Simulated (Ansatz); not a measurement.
Basis-set series for CH7AlB2Si. Total charge 0; spin multiplicity 1. The bonds changed during the relaxation, so this is another structure than the one it started from. Geometry: relaxed with PBE0-D4/def2-TZVP. It is one conformer, not always the lowest.

```xyz
12

Si   -1.308    0.698    1.912
B    -0.420    0.279    0.190
B     1.021    0.474   -0.406
C     1.942   -0.062   -1.405
Al    0.113   -1.181   -1.188
H    -2.044    1.995    1.869
H    -2.304   -0.341    2.306
H    -0.311    0.796    3.016
H    -1.237    0.063   -0.754
H     2.635   -0.878   -1.181
H     2.271    0.526   -2.260
H    -0.358   -2.369   -2.100
```

| functional | basis | functions | energy (Eh) | HOMO (eV) | LUMO (eV) |
| --- | --- | --- | --- | --- | --- |
| PBE0-D4 | def2-SVP | 113 | -623.28440 | -6.48 | -1.45 |
| PBE0-D4 | def2-QZVPP | 521 | -623.58992 | -6.49 | -1.54 |
| ωB97M-V | def2-SVP | 113 | -623.52935 | -8.40 | 0.27 |
| ωB97M-V | def2-QZVPP | 521 | -623.84038 | -8.44 | -0.02 |

(1) Give the rows for def2-TZVPP. (Estimate.)

Answers

(1) Computed: 
| functional | basis | functions | energy (Eh) | HOMO (eV) | LUMO (eV) |
| --- | --- | --- | --- | --- | --- |
| PBE0-D4 | def2-TZVPP | 275 | -623.56729 | -6.48 | -1.50 |
| ωB97M-V | def2-TZVPP | 275 | -623.81916 | -8.44 | 0.15 |

Positive LUMOs are unbound and depend on the basis.
